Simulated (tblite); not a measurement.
Compound: C6H7FN2S.
Z-matrix (Å and degrees, GFN2-xTB geometry), rows numbered from 1:
```
C 
S   1  1.8113
C   2  1.7422  1   99.63
N   3  1.3225  2  118.75  1     0.05
N   4  1.2986  3  121.23  2  -179.98
C   5  1.3174  4  121.72  3     0.04
C   6  1.4919  5  117.33  4  -180.00
C   6  1.4082  5  121.33  4    -0.01
C   8  1.3691  6  116.75  5    -0.04
F   9  1.3413  3  120.49  2    -0.09
H   1  1.0846  2  109.11  3    60.25
H   1  1.0849  2  106.33  3  -179.93
H   1  1.0846  2  109.09  3   -60.10
H   7  1.0887  6  110.29  5  -120.73
H   7  1.0887  6  110.25  5   119.99
H   7  1.0856  6  109.35  5    -0.32
H   8  1.0788  6  122.04  5   179.95
```

All values are computed: GFN2-xTB (tblite) harmonic vibrations without scaling, gas phase. The method is semi-empirical: single wavenumbers can be off by several per cent or more. One conformer, not necessarily the lowest.

Harmonic wavenumbers (cm⁻¹): 74.8, 81.8, 90.3, 109.9, 141.2, 186.1, 230.8, 282.5, 326.9, 384.4, 402.0, 472.3, 519.6, 574.4, 660.9, 700.7, 736.5, 758.2, 864.1, 951.2, 955.6, 986.5, 996.8, 1024.4, 1079.7, 1139.4, 1206.8, 1281.0, 1313.5, 1375.0, 1378.3, 1396.0, 1423.3, 1432.6, 1455.7, 1463.1, 1487.9, 1554.2, 3014.7, 3024.7, 3049.9, 3056.5, 3068.5, 3071.7, 3097.8.

A = 2104, B = 836.6, C = 603.1 MHz; mass 158.031 u (most abundant isotopes); point group Cs, symmetry number 1.

Question: Zero-point energy?

Answer: ½Σν̃ = 26441 cm⁻¹ = 75.60 kcal/mol.

Question: Give the ideal-gas entropy at 273.15 K and 1 bar in the rigid-rotor, harmonic-oscillator model (classical rotation).

Answer: Translation 40.67, rotation 29.83, vibration 27.92: S = 98.4 cal/(mol K).

Question: And Cp and H(273.15 K) − H(0)?

Answer: Cp = 36.56 cal/(mol K), of which vibrations give 28.61 (their classical limit is 45 R = 89.4); H(273.15 K) − H(0) = 6.26 kcal/mol without the zero-point energy, 4.09 from vibrations.

Question: What must be added to the electronic energy to get the Gibbs energy at 273.15 K and 1 bar?

Answer: ZPE + [H(273.15 K) − H(0)] − T·S = 75.60 + 6.26 − 26.88 = 54.98 kcal/mol.

Question: Which modes carry the vibrational entropy at 273.15 K?

Answer: 74.8 cm⁻¹: 3.85; 81.8 cm⁻¹: 3.68; 90.3 cm⁻¹: 3.48; 109.9 cm⁻¹: 3.10; 141.2 cm⁻¹: 2.62; 186.1 cm⁻¹: 2.10 cal/(mol K); the other 39 give 9.08 together.

Question: Blend soft modes into free rotors: weight 1/[1 + (100 cm⁻¹/ν̃)⁴] for the oscillator and the rest for a rotor with moment μB/(μ + B), μ = h/(8π²ν), B = 10⁻⁴⁴ kg m². What vibrational entropy results?

Answer: 26.27 cal/(mol K) in place of 27.92, which changes −T·S at 273.15 K by +0.45 kcal/mol.

Hindered rotation and anharmonicity are outside this model. Other conformers, if any are populated, would add a mixing term that is left out.
